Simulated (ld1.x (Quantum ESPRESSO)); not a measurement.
Configuration tests for lanthanum (RRKJ)

```
Element                 : La
Generator               : ld1.x (Quantum ESPRESSO) 7.5
Type                    : norm-conserving RRKJ (Kleinman–Bylander form)
Functional              : LDA (PZ)
Relativity              : fully relativistic
Frozen core             : [Xe]
Valence charge          : 3
Reference configuration : 4f0 5d1.5 6s1.5 6p0
Partial waves           : 6p (bound, empty): rc 4.05 bohr; 5d (bound): rc 3.05 bohr; 4f (bound, empty): rc 1.35 bohr; 6s (bound): rc 4.06 bohr
Local potential         : the s channel
Core correction         : a·sin(br)/r model core inside 1.30 bohr
rho0                    : 0.01
```

Open shells are filled in proportion to 2j + 1 (rel_dist='average').

Energies are relative to the spin-unpolarised reference configuration 4f0 5d1.5 6s1.5 6p0; without spin polarisation the order of configurations can differ from experiment.

```csv
valence configuration,charge,ΔE all-electron (eV),error AE − PS (meV)
4f0 5d1 6s2 6p0,0,-0.362,-14
4f0 5d1 6s1 6p0,+1,5.800,-20
4f0 5d1 6s0 6p0,+2,16.950,-89
4f0 5d2 6s1 6p0,0,0.467,-11
4f0 5d1 6s1.5 6p0,+0.5,2.120,-14
```

Question: What are ΔE and the potential's error for 4f1 5d0 6s1 6p0?

Answer: ΔE = 6.008 eV all-electron; the error (AE − PS) is -870 meV.

Question: What are ΔE and the potential's error for 4f0 5d2 6s0 6p0?

Answer: ΔE = 5.949 eV all-electron; the error (AE − PS) is -25 meV.

Levels in the configuration 4f0 5d1 6s1 6p0:

| level | all-electron (eV) | pseudo (eV) |
| --- | --- | --- |
| 5d j=3/2 | -8.816 | -8.902 |
| 5d j=5/2 | -8.601 | -8.684 |
| 6s j=1/2 | -8.601 | -8.623 |

These tests converged, but a pseudo level misses the all-electron one widely, so the file describes the atom poorly there or has found another state: 4f1 5d0 6s1 6p0: 4f by 2.0 eV.
